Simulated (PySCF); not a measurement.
PySCF input file for Bi(F)3 cation (BiF3), SMILES [F][Bi]([F])[F] (connectivity only; charge and spin as stated), charge +1, multiplicity 2, IEF-PCM-B3LYP/def2-SVP. Coordinates come from a B3LYP-D3(BJ)/def2-SVP optimisation. The spin state was assumed, not searched. The isomer is the one that the SMILES or the coordinates give; other isomers of the formula were not compared. The def2 effective core potentials stand for the cores of Bi; spin–orbit coupling is left out.

```python
import numpy as np
from pyscf import gto, scf, dft
from pyscf.solvent import pcm

mol = gto.M(
    atom='''
    Bi    0.00000000   -0.00000000    0.19500017
    F     1.61021353    0.92965722   -0.59944498
    F    -0.00000000   -1.85931444   -0.59944498
    F    -1.61021354    0.92965722   -0.59944498
    ''',
    basis='def2-SVP',
    ecp={'Bi': 'def2-svp'},
    charge=1,
    spin=1,
    max_memory=1600,
    verbose=3,
)
mf = dft.UKS(mol, xc='b3lyp').density_fit(auxbasis='def2-universal-jkfit')
mf.grids.level = 3
mf.conv_tol = 1e-9
mf.max_cycle = 100
mf.kernel()
fine, coarse = mf.grids, dft.Grids(mol).set(level=1).build(with_non0tab=True)
for _ in range(3):  # follow internal instabilities
    mf.grids = coarse
    mo, _, stable, _ = mf.stability(return_status=True, nroots=4)
    mf.grids = fine
    if stable:
        break
    mf.kernel(mf.make_rdm1(mo, mf.mo_occ))
res = {}
for name, eps in {'water': 78.355, 'diethylether': 4.24, 'toluene': 2.3741}.items():
    s = mf.PCM()
    s.with_solvent.method, s.with_solvent.eps, s.with_solvent.lebedev_order = 'IEF-PCM', eps, 29
    s.kernel(mf.make_rdm1())
    res[name] = (s.e_tot, eps, s.dip_moment(), s.mo_energy, s.converged)
    print(f'{name}: electrostatic solvation free energy {(s.e_tot - mf.e_tot) * 627.509474:.3f} kcal/mol')
```

Output:

```

WARN: HOMO -0.884777993487249 >= LUMO -0.884777993487247

converged SCF energy = -513.610767700159  <S^2> = 0.76461563  2S+1 = 2.0145626
<class 'pyscf.df.df_jk.DFUKS'> wavefunction is stable in the internal stability analysis

WARN: PCM is an experimental feature. It is still in testing.
Features and APIs may be changed in the future.

converged SCF energy = -513.729470397204  <S^2> = 0.76229343  2S+1 = 2.0122559

WARN: System has nonzero charge 1; the dipole moment is origin-dependent.
Location of origin: [0. 0. 0.]

Dipole moment(X, Y, Z, Debye): -0.00000,  0.00172,  3.96746
water: electrostatic solvation free energy -74.487 kcal/mol

WARN: PCM is an experimental feature. It is still in testing.
Features and APIs may be changed in the future.

converged SCF energy = -513.700337737975  <S^2> = 0.7629936  2S+1 = 2.0129517

WARN: System has nonzero charge 1; the dipole moment is origin-dependent.
Location of origin: [0. 0. 0.]

Dipole moment(X, Y, Z, Debye): -0.00000,  0.00287,  3.68393
diethylether: electrostatic solvation free energy -56.206 kcal/mol

WARN: PCM is an experimental feature. It is still in testing.
Features and APIs may be changed in the future.

converged SCF energy = -513.677405213481  <S^2> = 0.76347973  2S+1 = 2.0134346

WARN: System has nonzero charge 1; the dipole moment is origin-dependent.
Location of origin: [0. 0. 0.]

Dipole moment(X, Y, Z, Debye): -0.00001,  0.00277,  3.49685
toluene: electrostatic solvation free energy -41.816 kcal/mol
```

The calculation finished and met its thresholds.

Cost: around 27 core-seconds (rough).
